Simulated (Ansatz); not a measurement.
`OP([SiH3])S` + H₂ → `OP[SiH3]` + H₂S at 298.15 K and 1 bar (hydrogenolysis of a P–S bond).

Computed with Ansatz on PBE0-D4/def2-TZVP structures; ΔE is electronic, products minus reactants. CBS: MP2 limit from def2 TZ/QZ plus the TZ coupled-cluster correction, frozen cores. This one scheme is used for every species. Each species was taken in one conformer, which may not be the lowest.

```
      species  CCSD(T)/CBS energy (Eh)  H − E (kJ/mol)  S (J/(mol·K))
`OP([SiH3])S`              -1105.99682           153.1          347.9
           H₂                 -1.17544            35.1          130.4
   `OP[SiH3]`               -708.19371           144.7          310.1
          H₂S               -398.97279            49.9          205.7
```

H − E and S are ideal-gas, rigid-rotor, harmonic terms from PBE0-D4/def2-TZVP, for one conformer and one mirror image of each species. The MP2-based limit puts H₂ 0.8 mEh under its directly extrapolated value; such offsets cancel only in part. 1 Eh = 2625.50 kJ/mol, R = 8.31446 J/(mol·K).

Question: By hand: ΔE, ΔH, ΔS and ΔG.

Answer: ΔE = (-708.19371) + (-398.97279) − (-1105.99682) − (-1.17544) = 0.00576 Eh = 15.1 kJ/mol. Δ(H − E) = 144.7 + 49.9 − 153.1 − 35.1 = 6.4, so ΔH = 21.5 kJ/mol. ΔS = 310.1 + 205.7 − 347.9 − 130.4 = 37.5 J/(mol·K). ΔG = 21.5 − 298.15 × (37.5)/1000 = 10.3 kJ/mol.

Question: By hand: the equilibrium constant, and the temperature at which ΔG would vanish if ΔH and ΔS stayed fixed.

Answer: log₁₀ K = −ΔG/(RT ln 10) = -1.8. ΔG = 0 at ΔH/ΔS = 573 K.

TΔS isn't small against ΔH here. A doubt of 5 kJ/mol in ΔE shifts log₁₀ K by 0.9 here. Other conformers and mirror images would add mixing entropy, several J/(mol·K) or more a flexible species. These are equilibria of isolated gas molecules and say nothing of rates. Largest T1 diagnostic: 0.014 (customary marks: 0.02 for closed shells, 0.045 for open ones).
